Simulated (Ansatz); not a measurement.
Relaxation of C₃H₁₀FNSi (16 atoms, charge 0, multiplicity 1), to a largest force component of 0.015 eV/Å in at most 40 steps.

All numbers below come from Ansatz, RKS PBE-D4/cc-pVDZ.

```xyz
16
Properties=species:S:1:pos:R:3
C 0.201 -1.817 -0.681
C 0.978 -0.546 -0.338
C 0.149 0.731 -0.013
N -0.600 1.138 -1.124
F 1.095 1.735 0.095
Si -0.785 0.710 1.630
H -0.457 -1.587 -1.560
H 0.855 -2.591 -0.945
H -0.478 -2.073 0.182
H 1.656 -0.323 -1.154
H 1.636 -0.792 0.522
H -0.060 1.200 -1.929
H -1.017 2.117 -0.965
H 0.095 0.431 2.800
H -1.467 1.983 1.879
H -1.822 -0.335 1.644
```

Q: Where does it end, and by what steps?

A: The forces met the threshold. After 7 steps the energy has fallen by 0.650 eV; F5 moved furthest, 0.23 Å.

```csv
step,energy less start (eV),largest force component (eV/Å),accepted
0,0.0000,4.299,yes
1,-0.5908,0.928,yes
2,-0.6414,0.388,yes
3,-0.6475,0.163,yes
4,-0.6497,0.078,yes
5,-0.6502,0.033,yes
6,-0.6502,0.039,yes
7,-0.6503,0.009,yes
```

```xyz
16
Properties=species:S:1:pos:R:3
C 0.159 -1.767 -0.665
C 1.012 -0.536 -0.350
C 0.209 0.723 -0.023
N -0.609 1.113 -1.115
F 1.215 1.749 0.291
Si -0.816 0.675 1.619
H -0.545 -1.557 -1.493
H 0.798 -2.624 -0.955
H -0.444 -2.081 0.211
H 1.665 -0.282 -1.217
H 1.699 -0.735 0.498
H -0.051 1.216 -1.977
H -1.076 2.010 -0.938
H 0.121 0.439 2.775
H -1.476 2.025 1.765
H -1.885 -0.390 1.617
```

Whether the end is a true minimum wasn't checked by a vibrational analysis.

The run took 38 s on 2 threads of Arm Neoverse V1, with other jobs on the host, peak memory 0.2 GiB.
